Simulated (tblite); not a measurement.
C4H9NO2Si.
Bonds: C1–N2 (double), N2–C3, C3–C4 (double), C3–O5, O5–Si6, Si6–O7, O7–C8. Hydrogens: H9, H10 on C1; H11, H12 on C4; H13, H14 on Si6; H15, H16, H17 on C8.

Computed geometry: GFN2-xTB, gas phase.

(1) What internal coordinates does the optimisation give?

Results:

(1) 
```
                  bond  length (Å)
                 C1=N2       1.255
                 N2–C3       1.387
                 C3=C4       1.334
                 C3–O5       1.342
                O5–Si6       1.627
                Si6–O7       1.622
                 O7–C8       1.394
                 C1–H9       1.092
                C1–H10       1.081
                C4–H11       1.073
                C4–H12       1.074
      Si6–H13, Si6–H14       1.459
C8–H15, C8–H16, C8–H17       1.092
```

Bonds in one row agree within 0.01 Å and their mean is given. A selection of angles:
```
    angle  degrees
 C1–N2–C3    123.4
 N2–C3–C4    124.0
 N2–C3–O5    114.1
 C4–C3–O5    121.7
C3–O5–Si6    127.1
O5–Si6–O7    106.7
Si6–O7–C8    127.8
```

Torsions: C1–N2–C3–C4 -46° (synclinal); N2–C3–O5–Si6 -1° (synperiplanar); C3–O5–Si6–O7 -67° (synclinal); O5–Si6–O7–C8 -177° (antiperiplanar). The mirror-image conformer, all signs reversed, is as good.

The 2 C–O bonds span 1.342 Å (C3–O5, drawn single) to 1.394 Å (O7–C8, drawn single), a spread of 0.052 Å. The 2 C–N bonds span 1.255 Å (C1=N2, drawn double) to 1.387 Å (N2–C3, drawn single), a spread of 0.132 Å. O5 (silyl ether oxygen) is bent (angle 127.1°). Si6 (oxygen-bound silicon) is distorted tetrahedral (angles from 99.4° to 113.8°). O7 (silyl ether oxygen) is bent (angle 127.8°). Of the pairs four or more bonds apart, C1···H12 is among the closest relative to their van der Waals radii: 2.82 Å, 97 % of the sum of Bondi's values.

Point group: C1 (no symmetry element, even within 0.4 Å). Its GFN2-xTB frequencies are all real (lowest 42 cm⁻¹). One conformer, not necessarily the lowest.

Time: 5.8 s wall, 4.2 s CPU. Hardware: an Intel Xeon at 2.50 GHz with one thread, on a shared host. This is the geometry optimisation.
